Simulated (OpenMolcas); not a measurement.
# 3d2 along the 20-electron sequence

```yaml
Program: OpenMolcas
Method: RASSCF
Basis: ANO-RCC-VQZP
Scalar_Hamiltonian: DKH2, point nucleus
Spin-orbit_coupling: state interaction with AMFI integrals over the reference wave functions, term energies averaged over their components
```

Active space for each ion: 8 electrons in 8 orbitals (RAS1 3p, at most 2 holes; RAS2 3d).

Computed levels in cm-1 above 3F2:

| Level | Cr4+ | Mn5+ | Co7+ |
| --- | --- | --- | --- |
| 3F3 | 523 | 753 | 1466 |
| 3F4 | 1192 | 1707 | 3273 |
| 1D2 | 15054 | 17232 | 21547 |
| 3P0 | 18257 | 20682 | 25357 |
| 3P1 | 18441 | 20953 | 25907 |
| 3P2 | 18836 | 21542 | 27143 |
| 1G4 | 26061 | 29581 | 36368 |
| 1S0 | 54247 | 61835 | 76255 |
| weight of 3F in the lowest level (%) | 100 | 100 | 100 |

Measured, with the error of the calculation in %. Measured levels: Cr4+ from Sugar and Corliss, J. Phys. Chem. Ref. Data 6, 317 (1977); Mn5+ from Corliss and Sugar, J. Phys. Chem. Ref. Data 6, 1253 (1977); Co7+ from Sugar and Corliss, J. Phys. Chem. Ref. Data 10, 1097 (1981).

| Level | Cr4+ | Mn5+ | Co7+ |
| --- | --- | --- | --- |
| 3F3 | 508 (+2.9) | 746 (+1.0) | 1430 (+2.5) |
| 3F4 | 1142 (+4.4) | 1669 (+2.3) | 3144 (+4.1) |
| 1D2 | 13188 (+14.2) | 15336 (+12.4) | 19624 (+9.8) |
| 3P0 | 15492 (+17.8) | 17782 (+16.3) | 22304 (+13.7) |
| 3P1 | 15677 (+17.6) | 18057 (+16.0) | 22839 (+13.4) |
| 3P2 | 16041 (+17.4) | 18628 (+15.6) | 24055 (+12.8) |
| 1G4 | 22019 (+18.4) | 25511 (+16.0) | 32360 (+12.4) |
| 1S0 | 51146 (+6.1) |  | 74247 (+2.7) |

The fine-structure level 3F4 changes by a factor of 2.75 from Cr4+ to Co7+. Its fourth root runs 5.88, 6.43, 7.56, with steps per unit of Z of 0.55, 0.57; equal steps would mean a (Z - σ)^4 law with constant σ.

1D2 changes by a factor of 1.43 over the same range, with steps per unit of Z of +2180, +2160 cm-1.

Without dynamic correlation excited terms often stand tens of per cent too high (terms of higher spin than the ground term too low), and those without a measured partner can miss by more than the paired ones. Active for correlation alone: 3p; no level in the range computed is led by a configuration that opens it, so any true level of that kind is missing. Computed and measured levels are paired by configuration, term and J; levels that our copy of the source lacks, or whose pairing is in doubt (as where it misses far off the trend of its configuration), stay unpaired and out of the deviations. Only configurations of the active space appear.
